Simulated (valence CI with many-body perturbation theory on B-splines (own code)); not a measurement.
## E1 line list for Si X

Calculated by configuration interaction combined with many-body perturbation theory (CI+MBPT): three valence electrons over a frozen Dirac-Fock core [He], a basis of 11 s, 11 p, 10 d, 8 f, 5 g, 2 h functions for each j, with the one-electron correlation potential Σ1 (screened to all orders), the two-electron term Σ2, the three-electron term Σ3, Breit, model QED; selected single and double excitations, second order for the rest, scaled by the run's own slope (own B-spline code, finite nucleus).

No measured spectrum was set against this ion. As an estimate, levels of excited configurations hold to 0.05 to 0.15 % of their energy, terms of the ground configuration to about 0.5 %.

Lines 51 to 100 of 590 in falling wavelength, among levels below 2809100 cm⁻¹, chosen from the strongest by gf and those to the six lowest levels. Wavelengths and rates use the calculated energies, so an error of 300 cm⁻¹ moves a line at 2765 Å by 0.83 % and its rate by three times that or more. Electric multipoles are in the length gauge, E1 and E2 with the static RPA response of the core. Weak lines are less certain than strong ones. Lines between different terms over intervals too small for the method are left out, as are lines whose strength nearly cancels. The highest levels of a list are the least certain.

Names give the largest LS component (configuration and term), which can be under half, so a name can repeat, a term be missing and a line seem to break the LS rules; names also repeat where a configuration has a term twice. Letters in brackets count levels of one name in rising energy.

```
λ vac (Å)               Upper               Lower   A (s⁻¹)  log gf  Branch %
     2765       2s2p4p ⁴P_3/2      2s2p4s ⁴P°_5/2  1.34e+08   -0.21       0.4
     2738       2s2p4p ⁴S_3/2      2s2p4s ⁴P°_3/2  5.53e+07   -0.60       0.1
     2710       2s2p4p ⁴P_5/2      2s2p4s ⁴P°_5/2  1.39e+08   -0.04       0.4
     2672       2s2p4p ⁴P_1/2      2s2p4s ⁴P°_3/2  1.53e+08   -0.49       0.4
     2529       2s2p4p ²S_1/2  2s2p4s ²P°_3/2 [a]  1.52e+08   -0.54       0.1
     2416       2s2p4p ⁴P_5/2      2s2p4s ⁴P°_3/2  3.56e+07   -0.73       0.1
     2180      2s2p4d ²P°_3/2       2s2p4p ²P_3/2  7.57e+07   -0.67       0.0
     2108   2p²3p ²D°_5/2 [a]        2p²3s ²P_3/2  4.99e+07   -0.70       0.0
     1884        2p²3d ⁴P_5/2       2p²3p ⁴S°_3/2  5.27e+07   -0.77       0.0
     1850      2s2p3d ⁴D°_5/2       2s2p3p ⁴P_3/2  4.87e+07   -0.82       0.0
     1842      2s2p3d ⁴D°_7/2       2s2p3p ⁴P_5/2  7.92e+07   -0.49       0.0
     1761    2p²3d ²F_5/2 [b]   2p²3p ²D°_3/2 [b]  5.29e+07   -0.83       0.0
     1754    2p²3d ²P_3/2 [b]   2p²3p ²P°_3/2 [b]  7.97e+07   -0.83       0.0
     1730    2p²3d ²F_7/2 [b]   2p²3p ²D°_5/2 [b]  1.27e+08   -0.34       0.0
     1729        2p²3d ⁴F_9/2       2p²3p ⁴D°_7/2  1.53e+08   -0.16       4.3
     1704        2p²3d ⁴F_7/2       2p²3p ⁴D°_5/2  1.44e+08   -0.30       3.1
     1687        2p²3d ⁴F_5/2       2p²3p ⁴D°_3/2  1.31e+08   -0.47       2.6
     1683        2p²3d ⁴F_3/2       2p²3p ⁴D°_1/2  1.21e+08   -0.69       2.6
     1679        2p²3d ²G_9/2       2p²3p ²F°_7/2  1.90e+08   -0.09      34.4
     1655        2p²3d ²G_7/2       2p²3p ²F°_5/2  1.94e+08   -0.19       2.2
     1655    2p²3d ²D_5/2 [b]   2p²3p ²D°_3/2 [b]  6.34e+07   -0.81       0.0
     1655    2p²3d ²F_5/2 [a]   2p²3p ²D°_3/2 [a]  1.41e+08   -0.46       0.1
     1651    2p²3d ²F_7/2 [a]   2p²3p ²D°_5/2 [a]  1.55e+08   -0.29       0.1
     1639    2p²3d ²D_5/2 [c]   2p²3p ²P°_3/2 [c]  1.96e+08   -0.32       0.0
     1614   2p²3p ²P°_3/2 [a]        2p²3s ²P_3/2  1.11e+08   -0.76       0.0
     1600    2p²3d ²D_3/2 [c]   2p²3p ²P°_1/2 [c]  1.76e+08   -0.57       0.0
     1588        2p²3d ⁴D_7/2       2p²3p ⁴P°_5/2  1.53e+08   -0.34       1.3
     1583  2s2p3d ²F°_7/2 [b]   2s2p3p ²D_5/2 [b]  1.47e+08   -0.35       0.0
     1581      2s2p3d ⁴F°_9/2       2s2p3p ⁴D_7/2  1.80e+08   -0.17     100.0
     1579      2s2p3d ⁴F°_5/2       2s2p3p ⁴D_3/2  7.33e+07   -0.78       0.5
     1564       2p²3p ⁴D°_3/2        2p²3s ⁴P_3/2  1.12e+08   -0.78       0.1
     1561  2s2p3d ²F°_5/2 [b]   2s2p3p ²D_3/2 [b]  1.25e+08   -0.56       0.0
     1560        2p²3d ⁴D_5/2       2p²3p ⁴P°_3/2  1.24e+08   -0.57       0.3
     1560      2s2p3d ⁴F°_7/2       2s2p3p ⁴D_5/2  1.66e+08   -0.31       0.9
     1539       2p²3p ⁴D°_1/2        2p²3s ⁴P_1/2  2.19e+08   -0.81       0.2
     1532       2p²3p ²F°_5/2        2p²3s ²D_3/2  2.68e+08   -0.25       0.2
     1511       2p²3p ⁴D°_7/2        2p²3s ⁴P_5/2  2.67e+08   -0.14       0.2
     1508      2s2p3d ⁴F°_5/2   2s2p3p ²P_3/2 [a]  7.76e+07   -0.80       0.5
     1504       2p²3p ⁴D°_3/2        2p²3s ⁴P_1/2  1.38e+08   -0.73       0.1
     1504       2p²3p ⁴D°_5/2        2p²3s ⁴P_3/2  2.16e+08   -0.36       0.2
     1498       2p²3p ²F°_7/2        2p²3s ²D_5/2  3.04e+08   -0.09       0.3
     1498  2s2p3d ²P°_3/2 [a]   2s2p3p ²S_1/2 [a]  1.25e+08   -0.77       0.0
     1430        2p²3d ⁴D_7/2       2p²3p ⁴D°_7/2  6.99e+07   -0.77       0.6
     1418  2s2p3d ²P°_3/2 [b]   2s2p3p ²S_1/2 [b]  1.34e+08   -0.79       0.0
     1408       2p²3p ⁴P°_3/2        2p²3s ⁴P_5/2  1.31e+08   -0.81       0.1
     1368       2p²3p ⁴P°_5/2        2p²3s ⁴P_5/2  2.67e+08   -0.35       0.1
     1361  2s2p3d ²D°_5/2 [b]   2s2p3p ²P_3/2 [b]  1.67e+08   -0.56       0.0
     1352       2p²3p ⁴P°_1/2        2p²3s ⁴P_3/2  3.18e+08   -0.76       0.2
     1347   2s2p3p ²D_5/2 [a]  2s2p3s ²P°_3/2 [a]  3.12e+08   -0.29       0.1
     1345  2s2p3d ²D°_3/2 [b]   2s2p3p ²P_1/2 [b]  1.43e+08   -0.81       0.0
```
